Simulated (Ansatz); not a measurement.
Computed against measured: atomisation enthalpy at 298 K

6 molecules without hydrogen; the atomisation enthalpy at 298 K in kJ/mol, computed less measured. Shapes, held fixed at every level: PBE0-D4/def2-TZVP. Thermal terms are harmonic and unscaled (PBE0-D4/def2-TZVP); the spin-orbit lowering of the free atoms is taken from their spectra. Programs: Ansatz 0.2.0. Measured values: Active Thermochemical Tables, NIST-JANAF tables.

Levels: A = HF/def2-TZVPP; B = BHLYP-D4/def2-TZVPP; C = r2SCAN0-D4/def2-TZVPP.

```json
{"molecule": "IBr (iodine monobromide)", "from tabulated heats": "178", "A": "-155", "B": "-42", "C": "-25"}
{"molecule": "I2 (iodine)", "from tabulated heats": "151", "A": "-153", "B": "-43", "C": "-30"}
{"molecule": "B(BO)O", "from tabulated heats": "2095", "A": "-632", "B": "-128", "C": "-64"}
{"molecule": "BBrCl2 (bromodichloroborane)", "from tabulated heats": "1262", "A": "-333", "B": "-59", "C": "+8"}
{"molecule": "CClF3 (SMILES FC(F)(F)Cl)", "from tabulated heats": "1787", "A": "-658", "B": "-153", "C": "-56"}
{"molecule": "SiCl4 (SMILES Cl[Si](Cl)(Cl)Cl)", "from tabulated heats": "1598", "A": "-433", "B": "-82", "C": "-11"}
```

Q: Sum up the errors.

A: 
```tsv
level	kind	mean error	mean absolute error	worst case
HF/def2-TZVPP	Hartree–Fock	-394.0	394.0	CClF3
BHLYP-D4/def2-TZVPP	global hybrid	-84.5	84.5	CClF3
r2SCAN0-D4/def2-TZVPP	global hybrid	-29.7	32.3	B(BO)O
```

On this set r2SCAN0-D4/def2-TZVPP has the smallest mean absolute error and HF/def2-TZVPP the largest. HF/def2-TZVPP is too low in 6 of 6; BHLYP-D4/def2-TZVPP is too low in 6 of 6; r2SCAN0-D4/def2-TZVPP is too low in 5 of 6. The molecules' own spin-orbit binding is left out, so errors for heavy halides read too negative. Heats of the atoms come from ATcT where it has them, that of boron, 570 kJ/mol, from recent work. With so many references in doubt the order of the levels isn't settled. The tabulated values of B(BO)O, BBrCl2 are in doubt (older tables, estimates, or at odds with other calculations) and kept here. Over the 4 molecules whose values aren't doubted the mean absolute errors are A 349.8; B 80.0; C 30.5. For HF/def2-TZVPP and BHLYP-D4/def2-TZVPP the error tends to grow with the atomisation enthalpy. Where a negative error exceeds the measured value, the molecule comes out unbound. Hartree–Fock lacks correlation and underbinds. For atoms past krypton def2 sets carry core potentials with scalar relativity. Relativity is left out for Br. The set is small.
